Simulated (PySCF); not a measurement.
**Fine-structure interval along the 9-electron series**

Calculated with PySCF 2.14 and a two-component X2C-1e Hamiltonian (Gaussian nucleus, no Breit or QED terms), each ion in its own even-tempered basis scaled to its charge; GMP2 freezes nothing and drops the highest virtual spinors. Values in cm⁻¹.

```csv
ion,configuration,GHF (screened spin-orbit),GMP2 (screened spin-orbit),GHF (bare spin-orbit)
Sc¹²⁺,[He] 2s2 2p5,38936,39670,43134
Ti¹³⁺,[He] 2s2 2p5,48543,49282,53502
V¹⁴⁺,[He] 2s2 2p5,59808,60553,65619
```

Between Z = 21 and Z = 23 the GHF (bare spin-orbit) value grows as Z to the power 4.61.
